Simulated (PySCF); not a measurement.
s-indacene (C₁₂H₈), SMILES C1=Cc2cc3c(cc2=C1)C=CC=3.

Coordinates come from a PBE-D3(BJ)/def2-SVP optimisation.

Two levels are set side by side: TDA-PBE/def2-SVP (PySCF) and TDA-ωB97X/def2-SVP (PySCF). Vertical, same geometry. The lowest singlet is HOMO→LUMO 99 % with PBE and HOMO→LUMO 98 % with the other functional; states are paired by order. Differences are taken from unrounded values.

```csv
quantity,TDA-ωB97X
lowest singlet excitation (eV),1.01
lowest triplet excitation (TDA) (eV),0.60
first bright state (f over 0.05) (eV),2.92
its oscillator strength,0.46
```

Q: What does TDA-PBE give, and how far is it from TDA-ωB97X? (Estimate from the structure and the level; the computed values follow.)

A: 
```csv
quantity,TDA-PBE,TDA-PBE minus TDA-ωB97X
lowest singlet excitation (eV),1.11,0.10
lowest triplet excitation (TDA) (eV),0.92,0.31
first bright state (f over 0.05) (eV),2.93,0.01
its oscillator strength,0.15,-0.31
```

Rough cost on one machine, each run with all the roots and properties that it gave: TDA-ωB97X against TDA-PBE about 4 times.
